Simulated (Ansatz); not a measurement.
Gas-phase electronic energies from Ansatz, PBE0-D4/def2-TZVP geometries. CCSD(T)/CBS is the MP2 limit (def2-TZVPP, def2-QZVPP) plus CCSD(T) − MP2 in def2-TZVPP, frozen cores. This one scheme is used for every species, atoms too. No spin–orbit coupling; open shells (•) take unrestricted orbitals. Spin–orbit coupling would lower the free atoms: a little for Cl. One conformer a species, not always the lowest.

Reaction (hydrogen abstraction from the N–H bond): `CN[Si](F)(F)F` + Cl• → `C[N][Si](F)(F)F`• + HCl

```tsv
species	CCSD/def2-TZVPP energy (Eh)
`CN[Si](F)(F)F`	-683.60254
Cl•	-459.65888
`C[N][Si](F)(F)F`•	-682.92205
HCl	-460.32332
```

Task: Work out ΔE.

Result: ΔE = (-682.92205) + (-460.32332) − (-683.60254) − (-459.65888) = 0.01605 Eh = +10.1 kcal/mol. CCSD(T)/CBS gives +9.0 kcal/mol.

Largest T1 diagnostic among the species: 0.014.

Leaving LDA and LC-ωPBE aside and taking each functional with its dispersion term where it has one, the values, not all of them listed here, spread over 6.0 kcal/mol, from r2SCAN-D4 to BHLYP-D4. From BLYP to BHLYP (50 % exact exchange), in def2-TZVPP and without D4, ΔE moves by +4.8 kcal/mol.
